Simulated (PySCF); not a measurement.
# Frontier orbitals and the lowest excitations

Compound: C7H8F3 (charge +1).
Z-matrix (Å and degrees, PBE0-D3(BJ)/def2-SVP geometry), rows numbered from 1:
```
C 
C   1  1.3540
C   2  1.4323  1  124.83
C   3  1.4749  2  118.55  1   167.97
C   3  1.4805  2  123.25  1   -11.55
C   5  1.4989  3   92.27  2  -100.52
F   6  1.3173  5  117.35  3   -93.25
C   6  1.3562  5  124.25  3    81.75
F   8  1.2799  6  123.99  5  -176.31
F   8  1.2935  6  121.77  5     5.43
H   1  1.0930  2  123.20  3     2.02
H   1  1.0939  2  120.37  3  -177.08
H   2  1.0941  1  118.96  3   177.08
H   4  1.1101  3  105.97  2   -88.14
H   4  1.0983  3  113.28  2   155.70
H   4  1.0982  3  112.80  2    28.64
H   5  1.0981  3  114.15  2   146.90
H   5  1.0955  3  116.02  2    16.76
```

Method used: TDDFT wB97X-D/def2-SVPD, vertical, gas phase, core orbitals frozen in the response (PySCF).

Kohn–Sham orbitals with the atoms that hold most of them (Löwdin shares over 4%, at most four atoms; ? is withheld):

| orbital | ε (eV) | atoms |
| --- | --- | --- |
| HOMO-3 | -17.84 | C4 19%, C5 18%, C3 16%, H18 9% |
| HOMO-2 | -17.30 | C2 13%, C3 13%, C5 12%, C4 11% |
| HOMO-1 | -15.84 | ? |
| HOMO | -13.86 | ? |
| LUMO | -6.55 | C3 32%, C1 24%, C2 8%, C8 8% |
| LUMO+1 | -2.99 | C2 19%, C1 16%, C8 16%, C6 14% |
| LUMO+2 | -1.73 | C8 15%, C6 9%, C2 9%, C5 9% |

Problem. Give the leading atoms of the HOMO-1.

Solution. C2 (bonded to 2 C and H) 34%; C1 (bonded to C and 2 H) 24%; C3 (bonded to 3 C) 13%; C4 (bonded to C and 3 H) 6%.

Problem. Which atoms hold the HOMO, and with what shares?

Solution. C6 (bonded to 2 C and F) 26%; C8 (bonded to C and 2 F) 21%; F7 (bonded to C) 12%; F9 (bonded to C) 9%. By element: carbon 47% or more, fluorine 21% or more.

Problem. The HOMO–LUMO gap is 7.31 eV. Where does the response calculation put the lowest singlet, and from which orbitals?

Solution. S1 is at 3.58 eV (f = 0.199), 3.73 eV below the gap, made of HOMO→LUMO (98%). Without the coupling terms of the response equations the lowest excitation would equal the gap.

Problem. One configuration dominates each of S1, S2, S3 and S7. Which, and how do the shares of the two leading atoms of either orbital change from the occupied to the empty one?

Solution. 
- S1 (3.58 eV, f 0.199), HOMO→LUMO (98%): C6 26% → at most 8%, C8 21% → 8%, C3 at most 9% → 32%, C1 at most 9% → 24%
- S2 (5.26 eV, f 0.222), HOMO-1→LUMO (94%): C2 34% → 8%, C1 24% → 24%, C3 13% → 32%
- S3 (5.70 eV, f 0.0013), HOMO-2→LUMO (88%): C2 13% → 8%, C3 13% → 32%, C1 at most 12% → 24%
- S7 (7.06 eV, f 0.203), HOMO→LUMO+1 (82%): C6 26% → 14%, C8 21% → 16%, C2 at most 9% → 19%, C1 at most 9% → 16%

One conformer stands for the species.
